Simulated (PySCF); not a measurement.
# Two-component Hartree-Fock for Ge³⁺ (germanium, charge +3)

Start: [Ar] 3d9 4s2; 3d3/2 filled at m_j = -3/2, -1/2, +1/2, +3/2; 3d5/2 filled at m_j = -3/2, -1/2, +1/2, +3/2, +5/2. Calculated with PySCF 2.14 in x2c-SVPall-2c with one added diffuse shell each of s, p, d type (6s7p4d, 47 functions): generalised Hartree-Fock with the X2C-1e Hamiltonian and a Gaussian nucleus; one run each with spin-orbit coupling (SO) switched off, then screened by Boettger's factors. This is a chosen level, not necessarily the ground level.

```tsv
spinor shell	electrons	ε, spin-free (eV)	ε, screened SO (eV)	weight of nominal j (screened SO)	rms radius, screened SO (bohr)
1s1/2	2	-11223.7	-11223.5	1.000	0.0542
2s1/2	2	-1502.2	-1502.1	1.000	0.227
2p1/2	2	-1314.5	-1336.8	0.999	0.201
2p3/2	4	-1314.5	-1303.7	1.000	0.204
3s1/2	2	-247.07	-247.05	1.000	0.665
3p1/2	2	-186.72	-191.23	0.961	0.685
3p3/2	4	-186.72	-184.49	0.981	0.695
3d3/2	4	-89.272	-90.196	0.854	0.764
3d5/2	5	-89.272	-88.559	0.883	0.770
4s1/2	2	-46.845	-46.844	1.000	2.00
```

```csv
quantity,spin-free,screened SO
E (hartree),-2093.69348,-2093.76324
M_J,5/2,5/2
⟨J²⟩,8.753,8.753
⟨L²⟩,6.002,6.004
⟨S²⟩,0.750,0.752
```

Each row is a mean over spinors that exchange with the open shell spreads, by up to 9.061 eV (3p3/2).

Rows whose weight is well below 1 are mixtures of j = l ± 1/2: exchange outweighs spin-orbit coupling there, and the label is only the starting occupation.

Without spin-orbit coupling the j labels of p, d and f shells carry no meaning; the spin-free column gives the mean over the occupied spinors of each nl shell.
